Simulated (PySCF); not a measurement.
difluoro(fluorosilyl)silane (F3H3Si2), SMILES F[SiH2][SiH](F)F.

Geometry: ωB97X-D3(BJ)/def2-SVP. The values are those of a single conformer.

These are PySCF with HF/def2-TZVP values and carry that method's errors.

Isolated molecule, no solvent.

```yaml
total_energy: -878.28016 hartree
highest_occupied_level: -11.94 eV
lowest_empty_level: 1.92 eV
orbital_gap: 13.86 eV
dipole_moment: 1.50 D
quadrupole, principal values (traceless, Buckingham form, about the centre of nuclear charge): -8.66, 0.79, 7.87 D·Å
mean_static_polarisability: 43.9 bohr³ (6.50 Å³)
polarisability_principal_values: 39.1, 42.4, 50.2 bohr³
```
